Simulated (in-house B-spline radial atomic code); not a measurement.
The numbers below are computed, except where a source is named.
V in an electron gas of r_s = 3.3: phase shifts, screening and friction

A nucleus sits in a uniform electron gas with a rigid positive background. The Kohn-Sham equations are solved self-consistently in the spin-unpolarised LDA (PW92), non-relativistic, on B-splines with outgoing waves at the boundary and partial waves to l = 8. The model has no lattice, no bands and no magnetic solution. Atomic units; δ_l are the phase shifts at the Fermi level, counted so that each bound state adds π, and good to about 0.0005. A narrow, partly filled d or f resonance in a thin gas would split by spin, so such rows rest on a solution that is probably unstable.

The density parameter is r_s = 3.3 bohr.

```csv
l,δ_l (rad)
0,9.5874
1,6.4142
2,1.5027
3,-0.0283
4,-0.0024
5,-0.0004
6,-0.0003
7,-0.0003
8,-0.0003
```

Bound levels below the band bottom (hartree): s -194.8, s -21.37, p -17.99, s -2.106, p -1.195.

(1) Check the Friedel sum rule, and say where the screening charge sits.

(2) Find the transport cross section and the electronic stopping of a 5 keV V ion (mass 50.94 u).

## Answers

(1) k_F = (9π/4)^(1/3)/r_s = 0.58156. The rule is Z = (2/π) Σ (2l + 1) δ_l. The terms are s 6.104, p 12.250, d 4.783, f -0.126 and -0.025 beyond, in all 22.986 against Z = 23. Bound states hold 6 s, 12 p, 0 d electrons, so the scattering states carry 4.99 in all.

(2) σ_tr = (4π/k_F²) Σ (l + 1) sin²(δ_l − δ_(l+1)). The terms for l = 0 to 3 are 0.0010, 1.9218, 2.9953, 0.0027, all together 4.9207, so σ_tr = 37.155 × 4.9207 = 182.828 bohr². With n = 3/(4π r_s³) = 0.006643, the friction coefficient is Q = n k_F σ_tr = 0.7063. For v well below v_F = 0.582, dE/dx = Q v; with 24801 eV per u at v = 1, v = √(5000/(24801 × 50.94)) = 0.0629, so dE/dx = 0.04444 hartree/bohr = 22.8 eV/nm. The largest term couples the d and f waves.
